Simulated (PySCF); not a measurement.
**Distorted geometries of [Ho(NH3)]3+**

[Ho(NH3)]3+ (singlet in the valence; each metal's 4f electrons, 10 of them, lie in its core potential, out of spins and levels). PySCF 2.14.0, RKS r2SCAN, Ho lcecp-1-SVP with ECP56, N def2-SVP, H def2-SVP; non-relativistic Hamiltonian with scalar-relativistic core potentials where named; density fitting; no spin-orbit coupling. Relaxed geometry:

```xyz
5

Ho    0.0000    0.0000   -0.1285
N     0.0000    0.0000    2.1776
H     0.9420    0.0000    2.6415
H    -0.4710    0.8158    2.6415
H    -0.4710   -0.8158    2.6415
```

Problem. Order these distorted geometries by energy above the relaxed one, lowest first.
A.
```xyz
5

Ho    0.0368   -0.0053   -0.1343
N     0.0342   -0.0087    2.1895
H     0.9124    0.0445    2.6308
H    -0.4884    0.8407    2.6503
H    -0.4950   -0.8712    2.6373
```
B.
```xyz
5

Ho   -0.0765   -0.1738   -0.2364
N     0.0650   -0.0730    2.3124
H     0.9867    0.0212    2.5307
H    -0.6414    0.9618    2.6098
H    -0.3338   -0.7361    2.7571
```
C.
```xyz
5

Ho   -0.0634    0.0061   -0.1039
N    -0.0079    0.0168    2.1380
H     0.9599    0.0000    2.6046
H    -0.4728    0.8110    2.6516
H    -0.4159   -0.8339    2.6832
```

Solution. C (0.07 eV), A (0.20 eV), B (1.87 eV).

Problem. Which forces (eV/Å) act in the one that lies 0.20 eV up?

Solution. 
```
Ho   0.05  0.00  0.16
N   -4.31 -0.01 -0.50
H    2.55 -0.17  1.41
H    0.64 -1.23 -0.59
H    1.07  1.40 -0.48
```
Forces carry noise of the integration grid, about 0.01 to 0.03 eV/Å.

No frequency check is given that shows the relaxed geometry to be a minimum. An lcecp potential fixes the number of 4f electrons, so in runs with it no electron can move into or out of that shell.
